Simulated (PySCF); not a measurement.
A PySCF script (with the pyscf-properties extension) for the NMR shieldings of `CC1=C[C@H](C)N(C)B1`, C₆H₁₂BN, on a GFN2-xTB geometry:

```python
import basis_set_exchange as bse
import numpy as np
from pyscf import gto, dft
from pyscf.prop import nmr

atoms = """
C     2.880973   -0.785985   -0.539800
C     1.431043   -0.440433   -0.437158
C     0.937860    0.794490   -0.573546
C    -0.550485    0.836527   -0.397292
C    -0.953809    1.743146    0.769636
N    -0.900637   -0.555379   -0.174587
C    -2.291625   -0.881483   -0.018968
B     0.212348   -1.383415   -0.174416
H     3.485731    0.089243   -0.773258
H     3.033663   -1.537354   -1.313565
H     3.228483   -1.211543    0.401263
H     1.488490    1.701795   -0.770875
H    -1.042208    1.200376   -1.313243
H    -0.516436    1.366196    1.691431
H    -2.035108    1.782115    0.879965
H    -0.589191    2.752141    0.594875
H    -2.410471   -1.962785   -0.042644
H    -2.689025   -0.512535    0.932785
H    -2.884346   -0.444825   -0.829752
H     0.159599   -2.539613   -0.022369
"""
names = dict.fromkeys(["C", "N", "B", "H"], "pcSseg-1")
basis = {el: gto.basis.parse(bse.get_basis(n, elements=[el], fmt="nwchem")) for el, n in names.items()}
mol = gto.M(atom=atoms, basis=basis, charge=0, verbose=0)
mf = dft.RKS(mol, xc="PBE0")
mf.grids.level = 2
mf.grids.alignment = dft.numint.BLKSIZE   # the property module wants whole blocks of grid points
mf.conv_tol = 1e-9
mf.kernel()

calc = nmr.RKS(mf)   # GIAO
C = mf.mo_coeff
Co = C[:, mf.mo_occ > 0]
resp = mf.gen_response(singlet=True, hermi=2)
def vind(x):   # induced exchange potential for any number of trial vectors
    d = np.einsum("pi,xij,qj->xpq", C, 2 * x.reshape(-1, C.shape[1], Co.shape[1]), Co, optimize=True)
    return np.einsum("xpq,pi,qj->xij", resp(d - d.transpose(0, 2, 1)), C, Co, optimize=True).ravel()
mo1, _ = nmr.rhf.solve_mo1(calc, with_cphf=vind)
sigma = calc.kernel(mo1)
for i, s in enumerate(sigma):   # ppm
    w = np.linalg.eigvalsh((s + s.T) / 2)
    print("%2d %-2s iso %8.1f  s11 %8.1f  s22 %8.1f  s33 %8.1f" % (i, mol.atom_pure_symbol(i), w.mean(), *w))
```

**Question.** What are the results?

**Answer.** 
```
 0 C  iso    166.0  s11    153.8  s22    158.0  s33    186.1
 1 C  iso     32.7  s11    -70.6  s22      7.3  s33    161.4
 2 C  iso     28.9  s11    -82.7  s22     47.8  s33    121.6
 3 C  iso    115.9  s11     96.8  s22    107.6  s33    143.4
 4 C  iso    166.2  s11    146.4  s22    167.1  s33    185.2
 5 N  iso    106.3  s11    -18.6  s22    146.0  s33    191.6
 6 C  iso    149.4  s11    127.6  s22    136.7  s33    184.0
 7 B  iso     64.9  s11     38.7  s22     56.9  s33     99.2
 8 H  iso     29.8  s11     25.4  s22     29.3  s33     34.6
 9 H  iso     29.6  s11     25.5  s22     27.8  s33     35.5
10 H  iso     29.6  s11     25.8  s22     27.7  s33     35.3
11 H  iso     24.9  s11     22.6  s22     24.5  s33     27.5
12 H  iso     28.0  s11     24.9  s22     26.5  s33     32.6
13 H  iso     31.3  s11     27.9  s22     29.1  s33     37.0
14 H  iso     30.0  s11     25.4  s22     29.1  s33     35.5
15 H  iso     30.3  s11     25.8  s22     28.2  s33     37.0
16 H  iso     28.1  s11     23.7  s22     27.1  s33     33.6
17 H  iso     28.5  s11     24.0  s22     27.1  s33     34.3
18 H  iso     28.9  s11     24.6  s22     26.6  s33     35.5
19 H  iso     26.8  s11     25.6  s22     26.1  s33     28.8
```

These numbers come from an equivalent density-fitted implementation of the same equations, which agrees with the script to about 0.01 ppm for H and up to a few tenths of a ppm for heavy atoms, so last digits may differ.

Size and cost of the density-fitted run: 196 basis functions, 62 s wall time on 1 thread of an Arm Neoverse N1, shared host; peak memory 0.87 GiB.
